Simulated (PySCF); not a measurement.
A structure optimised at PBE0-D3(BJ)/def2-SVP, used in a PySCF frequency run:

```
Si
H 1 1.4969
H 1 1.5004 2 108.13
Si 1 2.3306 2 108.64 3 -121.91
H 4 1.4962 1 115.63 2 58.03
H 4 1.4963 5 110.30 1 -130.61
Si 1 2.3456 2 109.89 3 119.71
H 7 1.4951 1 109.59 2 58.02
H 7 1.4952 8 109.05 1 121.73
H 7 1.4956 8 108.73 9 118.60
```
Charge 0, spin multiplicity 2.

Write its SMILES and formula.

[SiH2][SiH2][SiH3], H7Si3

What are its rotational constants (standard atomic weights)?

9.2583, 2.1045, 1.8013 GHz
